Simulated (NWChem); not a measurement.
System: ZnCl2; SMILES [Cl][Zn][Cl]

Input file for NWChem:

```
start job
memory heap 200 mb stack 900 mb global 1100 mb
geometry units angstroms noautosym nocenter noautoz
  Zn     0.000000     0.000000    -0.114476
  Cl     2.097028     0.000000    -0.114558
  Cl    -2.097028     0.000000    -0.114558
end
basis spherical
  * library def2-svp
end
dft
  xc hfexch
  iterations 150
end
tddft
  cis
  nroots 6
  notriplet
end
task tddft energy
```

Excerpt of the output:

```
             Northwest Computational Chemistry Package (NWChem) 7.3.0
             --------------------------------------------------------

                             Geometry "geometry" -> ""
                             -------------------------

 Output coordinates in angstroms (scale by  1.889725989 to convert to a.u.)

  No.       Tag          Charge          X              Y              Z
 ---- ---------------- ---------- -------------- -------------- --------------
    1 Zn                  30.0000     0.00000000     0.00000000    -0.11447600
    2 Cl                  17.0000     2.09702800     0.00000000    -0.11455800
    3 Cl                  17.0000    -2.09702800     0.00000000    -0.11455800

 Effective nuclear repulsion energy (a.u.)     293.8572618236

  xc_inp: hfexch multiplicative factor not found.

                                 NWChem DFT Module
                                 -----------------

 Summary of "ao basis" -> "ao basis" (spherical)
 ------------------------------------------------------------------------------
       Tag                 Description            Shells   Functions and Types
 ---------------- ------------------------------  ------  ---------------------
 Zn                         def2-svp                11       31   5s3p2d1f
 Cl                         def2-svp                 8       18   4s3p1d

            General Information
            -------------------
          SCF calculation type: DFT
          Wavefunction type:  closed shell.
          No. of atoms     :     3
          No. of electrons :    64
           Alpha electrons :    32
            Beta electrons :    32
          Charge           :     0
          Spin multiplicity:     1
          Use of symmetry is: off; symmetry adaption is: off
          Maximum number of iterations: 150
          AO basis - number of functions:    67
                     number of shells:    27
          Convergence on energy requested:  1.00D-06
          Convergence on density requested:  1.00D-05
          Convergence on gradient requested:  5.00D-04

              XC Information
              --------------
                     Hartree-Fock (Exact) Exchange  1.000

      Superposition of Atomic Density Guess
      -------------------------------------

 Sum of atomic energies:       -2696.20851832

      Non-variational initial energy
      ------------------------------

 Total energy =   -2696.563852
 1-e energy   =   -4340.770454
 2-e energy   =    1350.349341
 HOMO         =      -0.433704
 LUMO         =      -0.045939

   convergence    iter        energy       DeltaE   RMS-Dens  Diis-err
 ---------------- ----- ----------------- --------- --------- ---------
 d= 0,ls=0.0,diis     1  -2696.3492549824 -2.99D+03  1.03D-02  2.35D-01
 d= 0,ls=0.0,diis     2  -2696.3816928788 -3.24D-02  2.50D-03  7.32D-02
 d= 0,ls=0.0,diis     3  -2696.3881091521 -6.42D-03  6.41D-04  2.92D-03
 d= 0,ls=0.0,diis     4  -2696.3884312569 -3.22D-04  3.18D-04  1.79D-04
 d= 0,ls=0.0,diis     5  -2696.3884781774 -4.69D-05  6.84D-05  7.06D-06
  Resetting Diis
 d= 0,ls=0.0,diis     6  -2696.3884803142 -2.14D-06  1.37D-05  2.93D-07
 d= 0,ls=0.0,diis     7  -2696.3884804023 -8.82D-08  1.86D-06  1.71D-08

         Total DFT energy =    -2696.388480402346
      One electron energy =    -4339.716277070367
           Coulomb energy =     1474.430258864274
    Exchange-Corr. energy =     -124.959724019886
 Nuclear repulsion energy =      293.857261823633

 Numeric. integr. density =        0.000000000000

                       DFT Final Molecular Orbital Analysis
                       ------------------------------------

 Vector   30  Occ=2.000000D+00  E=-4.598958D-01
              MO Center= -1.7D-12,  2.2D-11, -1.1D-01, r^2= 5.2D+00
   Bfn.  Coefficient  Atom+Function         Bfn.  Coefficient  Atom+Function
  ----- ------------  ---------------      ----- ------------  ---------------
    43      0.457063  2 Cl py                61      0.457063  3 Cl py
    40      0.315886  2 Cl py                58      0.315886  3 Cl py
    37      0.185133  2 Cl py                55      0.185133  3 Cl py
    13      0.134925  1 Zn py                10     -0.056775  1 Zn py

[...]

                                NWChem TDDFT Module
                                -------------------

            General Information
            -------------------
           No. of orbitals :     134
            Alpha orbitals :      67
             Beta orbitals :      67
        Alpha frozen cores :       0
         Beta frozen cores :       0
     Alpha frozen virtuals :       0
      Beta frozen virtuals :       0
         Spin multiplicity :       1
    Number of AO functions :      67
        Use of symmetry is : off
      Symmetry adaption is : off
         Schwarz screening :  0.10D-07

              XC Information
              --------------
              Hartree-Fock (Exact) Exchange   1.00

             TDDFT Information
             -----------------
          Calculation type : CIS
         Wavefunction type : Restricted singlets
          No. of electrons :      64
           Alpha electrons :      32
            Beta electrons :      32
              No. of roots :       6
          Max subspacesize :    5200
            Max iterations :     100
               Target root :       1
           Target symmetry : none
      Symmetry restriction : off
                 Algorithm : Optimal
        Davidson threshold :  0.10D-03

    6 smallest eigenvalue differences (eV)
--------------------------------------------------------
  No. Spin  Occ  Vir  Irrep   E(Occ)    E(Vir)   E(Diff)
--------------------------------------------------------
    1    1   32   33 a        -0.443     0.046    13.312
    2    1   31   33 a        -0.443     0.046    13.312
    3    1   30   33 a        -0.460     0.046    13.760
    4    1   29   33 a        -0.460     0.046    13.760
    5    1   28   33 a        -0.483     0.046    14.377
    6    1   27   33 a        -0.517     0.046    15.311
--------------------------------------------------------

  Entering Davidson iterations
  Restricted singlet excited states

  Iter   NTrls   NConv    DeltaV     DeltaE      Time
  ----  ------  ------  ---------  ---------  ---------
    1      6       0     0.90E-01   0.10+100        1.4
    2     12       0     0.49E-01   0.19E-01        1.4
    3     18       0     0.24E-01   0.49E-02        1.4
    4     24       0     0.11E-01   0.61E-03        1.4
    5     30       0     0.31E-02   0.67E-04        1.4
    6     36       0     0.16E-02   0.85E-05        1.4
    7     42       5     0.37E-03   0.15E-05        1.4
    8     43       6     0.63E-04   0.43E-07        1.3
  ----  ------  ------  ---------  ---------  ---------
  Convergence criterion met

  Ground state a       -2696.388480402346 a.u.

  ----------------------------------------------------------------------------
  Root   1 singlet a              0.272100287 a.u.                7.4042 eV
  ----------------------------------------------------------------------------
     Transition Moments    X  0.00001   Y  0.00000   Z  0.00000
     Dipole Oscillator Strength                    0.0000000000
     Electric Quadrupole                           0.0000002099
     Magnetic Dipole                               0.0000013861
     Total Oscillator Strength                     0.0000015960

     Occ.   29  a   ---  Virt.   37  a        0.14430
     Occ.   32  a   ---  Virt.   33  a        0.95015
     Occ.   32  a   ---  Virt.   36  a        0.26410
  ----------------------------------------------------------------------------
  Root   2 singlet a              0.272100287 a.u.                7.4042 eV
  ----------------------------------------------------------------------------
     Transition Moments    X -0.00000   Y -0.00000   Z -0.00000
     Dipole Oscillator Strength                    0.0000000000
     Electric Quadrupole                           0.0000002099
     Magnetic Dipole                               0.0000013861
     Total Oscillator Strength                     0.0000015960

     Occ.   30  a   ---  Virt.   37  a        0.14430
     Occ.   31  a   ---  Virt.   33  a        0.95015
     Occ.   31  a   ---  Virt.   36  a        0.26410
  ----------------------------------------------------------------------------
  Root   3 singlet a              0.290740876 a.u.                7.9115 eV
  ----------------------------------------------------------------------------
     Transition Moments    X  0.00000   Y  0.56115   Z  0.00000
     Dipole Oscillator Strength                    0.0610346796
     Electric Quadrupole                           0.0000000019
     Magnetic Dipole                               0.0000000057
     Total Oscillator Strength                     0.0610346872

     Occ.   30  a   ---  Virt.   33  a       -0.95133
     Occ.   30  a   ---  Virt.   36  a       -0.26103
     Occ.   31  a   ---  Virt.   37  a       -0.15450
  ----------------------------------------------------------------------------
  Root   4 singlet a              0.290740876 a.u.                7.9115 eV
  ----------------------------------------------------------------------------
     Transition Moments    X  0.00000   Y -0.00000   Z  0.56115
     Dipole Oscillator Strength                    0.0610346802
     Electric Quadrupole                           0.0000000026
     Magnetic Dipole                               0.0000000000
     Total Oscillator Strength                     0.0610346828

[...]
```

Level: Hartree-Fock/def2-SVP, CIS. All runs use the structure optimised with PBE0/def2-SVP.
